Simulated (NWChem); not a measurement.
# C2H8OSi; SMILES C(OC)[SiH3]

```xyz
12

C      0.7132     1.8228     0.2379
O     -0.3468     1.2122    -0.4590
C     -0.8524     0.0503     0.1794
Si     0.1915    -1.5373    -0.1240
H      1.0159     2.7195    -0.3371
H      0.4075     2.1453     1.2646
H      1.6039     1.1572     0.3453
H     -0.9966     0.2126     1.2780
H     -1.8644    -0.1353    -0.2418
H      1.5974    -1.3969     0.3938
H      0.2551    -1.8301    -1.5971
H     -0.4623    -2.6943     0.5861
```
Atoms are numbered in this order, from 1.

Program: NWChem. Structure relaxed at the PBE-D3(BJ)/def2-SVP level. Level: PBE0/def2-SVP with SMD (1 M gas to 1 M solution), gas-phase geometry. Reactions with the solvent are ignored.

For solvent dichloromethane:

| Property | Value |
|---|---|
| cavity-dispersion-structure term (kcal/mol) | -0.1 |
| dipole in solution (D) | 1.51 |

How do the values read with solvent 1-propanol instead?

The cavity-dispersion-structure term (kcal/mol) comes out as 0.9. The dipole in solution (D) comes out as 1.63.
